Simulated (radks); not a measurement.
All-electron atom: Sn3+ in [Kr] 4d10 6s1 (not the ground configuration). Method: scalar-relativistic Kohn-Sham, Wu-Cohen GGA, spin-polarised, spherical densities, finite nucleus; open shells are filled with parallel spins first (spin-orbit coupling, left out, can overturn this in heavy ions); Fermi nuclear charge, rms radius 4.6519 fm; computed with a radial shooting solver on a logarithmic mesh with Libxc functionals. Some entries of the table are withheld. Estimate them.

| orbital | occ. | eigenvalue (eV) | <r> (bohr) |
|---|---|---|---|
| 1s up | 1 | -29044.33 | 0.02906 |
| 1s down | 1 | -29044.32 | 0.02906 |
| 2s up | 1 | -4414.620 | 0.1255 |
| 2s down | 1 | -4414.611 | 0.1255 |
| 2p up | 3 | -3967.650 | 0.1096 |
| 2p down | 3 | -3967.641 | 0.1096 |
| 3s up | 1 | -880.2040 | 0.3395 |
| 3s down | 1 | -880.1897 | 0.3395 |
| 3p up | 3 | -734.0811 | 0.3378 |
| 3p down | 3 | -734.0664 | 0.3378 |
| 3d up | 5 | (1) | 0.3147 |
| 3d down | 5 | (2) | 0.3147 |
| 4s up | 1 | (3) | 0.8179 |
| 4s down | 1 | (4) | 0.8178 |
| 4p up | 3 | (5) | 0.8838 |
| 4p down | 3 | (6) | 0.8836 |
| 4d up | 5 | -60.4753 | 1.072 |
| 4d down | 5 | -60.4120 | 1.071 |
| 6s up | 1 | -17.8570 | 4.244 |

Answer. 
(1) 3d up eigenvalue (eV): -508.7700
(2) 3d down eigenvalue (eV): -508.7563
(3) 4s up eigenvalue (eV): -168.9505
(4) 4s down eigenvalue (eV): -168.9172
(5) 4p up eigenvalue (eV): -124.7204
(6) 4p down eigenvalue (eV): -124.6805
